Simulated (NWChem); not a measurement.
System: PbF2, singlet; SMILES [F][Pb][F]

Computed with NWChem. Low-valent species are run as closed-shell singlets; no triplet was tried in these runs. Structure relaxed at the PBE0/def2-SVP level. def2 effective core potentials on Pb; no spin-orbit coupling. Total energies compare along this basis series because the functional is fixed.

```
level           basis functions  energy (Ha)  highest occupied level (eV)  orbital gap (eV)  dipole (D)
--------------  ---------------  -----------  ---------------------------  ----------------  ----------
PBE/def2-SVP                 54    -392.3058                        -7.14              3.90        4.20
PBE/def2-SVPD                78    -392.3430                        -7.77              4.15        4.87
PBE/def2-TZVP               112    -392.5816                        -7.58              4.10        4.67
PBE/def2-TZVPD              136    -392.5858                        -7.72              4.14           ?
PBE/def2-TZVPP              112    -392.5816                        -7.58              4.10        4.67
PBE/def2-QZVP               196    -392.5977                        -7.68              4.14        4.72
```

Question: Complete the blanks.

Answer: 
- PBE/def2-TZVPD, dipole (D): 4.77
